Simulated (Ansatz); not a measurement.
`[CH3][Al]1[CH2][SiH2]1`. The species carries charge 0 and has multiplicity 1. The structure was optimised at the PBE0-D4/def2-TZVP level.

```xyz
11

C     2.218    0.525   -0.600
Al    0.452    0.030    0.045
C    -1.439    0.116   -0.424
Si   -1.347   -0.826    1.255
H     2.458   -0.043   -1.505
H     2.238    1.585   -0.872
H     3.002    0.343    0.137
H    -1.785    1.147   -0.259
H    -1.993   -0.310   -1.259
H    -2.152   -0.291    2.390
H    -1.652   -2.276    1.091
```

Q: What is the dipole moment at ωB97M-V/def2-TZVPP? (An estimate is asked.)

A: Computed: 2.11 D, with components (1.65, 0.83, -1.01) D in this frame, pointing from negative to positive charge.

Q: And with PBE, r2SCAN, B3LYP? (Best estimate.)

A: Computed: PBE 2.07 D, r2SCAN 2.11 D, B3LYP 2.05 D.

Q: Give the Mulliken charges with ωB97M-V, PBE, B3LYP in def2-TZVPP. (Estimate.)

A: The calculation gave: 
```json
{"atom": "C1", "ωB97M-V": "-0.47", "PBE": "-0.39", "B3LYP": "-0.40"}
{"atom": "Al2", "ωB97M-V": "0.34", "PBE": "0.29", "B3LYP": "0.33"}
{"atom": "C3", "ωB97M-V": "-0.46", "PBE": "-0.34", "B3LYP": "-0.39"}
{"atom": "Si4", "ωB97M-V": "0.09", "PBE": "0.06", "B3LYP": "0.13"}
{"atom": "H5", "ωB97M-V": "0.11", "PBE": "0.10", "B3LYP": "0.09"}
{"atom": "H6", "ωB97M-V": "0.11", "PBE": "0.10", "B3LYP": "0.09"}
{"atom": "H7", "ωB97M-V": "0.12", "PBE": "0.11", "B3LYP": "0.10"}
{"atom": "H8", "ωB97M-V": "0.11", "PBE": "0.10", "B3LYP": "0.09"}
{"atom": "H9", "ωB97M-V": "0.11", "PBE": "0.09", "B3LYP": "0.10"}
{"atom": "H10", "ωB97M-V": "-0.04", "PBE": "-0.06", "B3LYP": "-0.08"}
{"atom": "H11", "ωB97M-V": "-0.04", "PBE": "-0.06", "B3LYP": "-0.08"}
```

B3LYP here is the variant with VWN-RPA as its local correlation; programs differ in this.
